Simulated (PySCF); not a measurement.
Gas-phase reaction: SnCl2 + C2Cl4 → SnCl4 + 2 CCl

Method: PySCF energies plus ideal-gas RRHO corrections (1 bar). † marks an energy on the PBE0/def2-TZVP geometry and frequencies; other levels use their own. Open shells (unrestricted): CCl (multiplicity 2, electronic degeneracy 4); the rest are closed-shell singlets. Spin-orbit splitting is ignored; it lowers the true energy and changes the entropy of CCl. B3LYP is the form with VWN-RPA correlation. Sn: scalar-relativistic def2 core potential, no spin-orbit coupling. The harmonic model lacks anharmonicity and excited electronic states, which grow with temperature; levels with a mode under 35 cm⁻¹ are left out. Soft modes under 120 cm⁻¹ make the harmonic entropy rough for SnCl2, C2Cl4, SnCl4.

| level | ΔE electronic, kJ | ΔH°(298 K), kJ | ΔS°(298 K), J/K | ΔG°(1400 K), kJ |
|---|---|---|---|---|
| B3LYP/def2-TZVP† | 607 | 592 | 171 | 347 |
| PBE/def2-SVP | 689 | 675 | 171 | 432 |
| PBE0/def2-QZVP† | 637 | 622 | 171 | 377 |
| PBE0/def2-SVP† | 671 | 655 | 171 | 410 |
| PBE0/def2-TZVP | 639 | 623 | 171 | 378 |
| LDA/def2-TZVP† | 793 | 777 | 171 | 532 |
| ωB97X-V/def2-TZVP† | 607 | 592 | 171 | 347 |
ΔH° is lowest at B3LYP/def2-TZVP† and highest at LDA/def2-TZVP†. No reference value is set beside these.
